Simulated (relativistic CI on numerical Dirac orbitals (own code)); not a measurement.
## Radial parameters of W XVII

Computed by Dirac-Coulomb-Breit CI, orbitals from a KLI potential per configuration, a model potential for QED, unscaled Slater integrals (own radial code, finite nucleus).

Slater integrals F^k, G^k are unscaled and averaged over j, outside the closed core [Ar] 3d10 4p6; ζ comes from projecting the Hamiltonian with its Breit term on Σ l·s of the shell.

- 4s²4d¹⁰4f¹¹5s: F^2(4f,4f) = 191530, F^4(4f,4f) = 122700, F^6(4f,4f) = 89039, ζ(4f) = 5510.8, G^3(4f,5s) = 35162 cm⁻¹; <r>(4f) = 0.5261, <r^2>(4f) = 0.3272, <r>(5s) = 0.9206, <r^2>(5s) = 0.9429 (bohr units).
- 4s²4d¹⁰4f¹²: F^2(4f,4f) = 188660, F^4(4f,4f) = 120740, F^6(4f,4f) = 87574, ζ(4f) = 5334.5 cm⁻¹; <r>(4f) = 0.5327, <r^2>(4f) = 0.3358 (bohr units).
- 4s²4d¹⁰4f¹⁰5s²: F^2(4f,4f) = 194610, F^4(4f,4f) = 124820, F^6(4f,4f) = 90619, ζ(4f) = 5689.5 cm⁻¹; <r>(4f) = 0.5192, <r^2>(4f) = 0.3182 (bohr units).

Averages of the first 10 configurations, taken without configuration mixing, which lowers the lowest level and can move excited configurations by several eV; other configurations of the list can lie among them:

```
  Configuration  Parity  States  Average energy above the lowest level (eV)
  4s²4d¹⁰4f¹¹5s     odd     728                                         9.8
    4s²4d¹⁰4f¹²    even      91                                        12.0
 4s²4d¹⁰4f¹⁰5s²    even    1001                                        14.4
  4s²4d¹⁰4f¹¹5p    even    2184                                        56.8
4s²4d¹⁰4f¹⁰5s5p     odd   12012                                        59.1
  4s²4d¹⁰4f¹¹5f    even    5096                                       186.7
   4s²4d⁹4f¹²5s    even    1820                                       232.6
     4s²4d⁹4f¹³     odd     140                                       235.2
4s²4d¹⁰4f¹⁰5s6s    even    4004                                       181.7
  4s²4d¹⁰4f¹¹6s     odd     728                                       175.7
```
